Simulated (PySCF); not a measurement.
An unknown is described by computed data only.

Elements present: C, H, O and S. Monoisotopic mass: 124.0194 u.

| Item | Value |
| --- | --- |
| NMR, other nuclei | isotropic shieldings of nuclei other than C and H, by class: 123 (2 O), 141 (1 O), 158 (1 S) ppm [GIAO B97-2/pcSseg-2] |
| 13C NMR | chemical shifts (computed TMS as zero) by class: 59.5 (1 C), 18.5 (2 C) ppm [GIAO B97-2/pcSseg-2] |
| Dipole | 3.96 D [B97-2/pcSseg-2] |
| 1H NMR | chemical shifts (computed TMS as zero) by class: 4.63 (1 H), 2.92 (1 H), 1.38 (6 H) ppm [GIAO B97-2/pcSseg-2] |
| Rotational structure | rotational constants A, B, C: 3.181, 2.078, 1.738 GHz [PBE0-D3(BJ)/def2-TZVP] |

The electronic properties come from PySCF, for the isolated species, density fitting. Levels stand in brackets. Isolated species at its PBE0-D3(BJ)/def2-TZVP geometry (one conformer only). Each NMR value is the plain mean over a class of atoms that symmetry, rotation or inversion makes alike.

Problem. Which formula fits the mass and the elements?

Solution. C3H8O3S (calculated 124.0194). No other formula that holds each of these elements comes within 0.0003 u with a fitting electron parity and a possible valence count.

Problem. Propose a structure and show how it fits.

Solution. Numbering: `[CH3:1][CH:2]([CH3:3])[S:4](=[O:5])(=[O:6])[OH:7]`. 3 carbons fall into 2 classes; from least to most shielded: sp3 carbon bound to sulfur [C2] (59.5 ppm), methyl carbon [C1/C3] (18.5 ppm, 2 C). Hydrogen classes from least to most shielded: 1 H on a hydroxyl oxygen, O7 (4.63 ppm), 1 H on an sp3 carbon bound to sulfur, C2 (2.92 ppm), 6 H on 2 methyl carbons, C1/C3 (1.38 ppm, a mean of values up to 0.8 ppm apart in this geometry). The other shieldings belong to: 123 ppm, sulfonyl oxygen [O5/O6]; 141 ppm, hydroxyl oxygen [O7]; 158 ppm, sulfonyl sulfur [S4]. The optimised geometry has point group C1 and is an asymmetric top. Structure: `CC(C)S(=O)(=O)O`. Computed isomers that give other values at the same levels: `CCCS(=O)(=O)O` (13C chemical shifts (computed TMS as zero) by class: 58.1 (1 C), 21.6 (1 C), 15.1 (1 C) ppm). The assignments are read from this structure; whether some other isomer fits the data as well wasn't checked.

The values belong to the conformer `[CH3:1][CH:2]([CH3:3])[S:4](=[O:5])(=[O:6])[OH:7]`: C1–C2–S4–O5 -171°, H–O7–S4–C2 -109°.
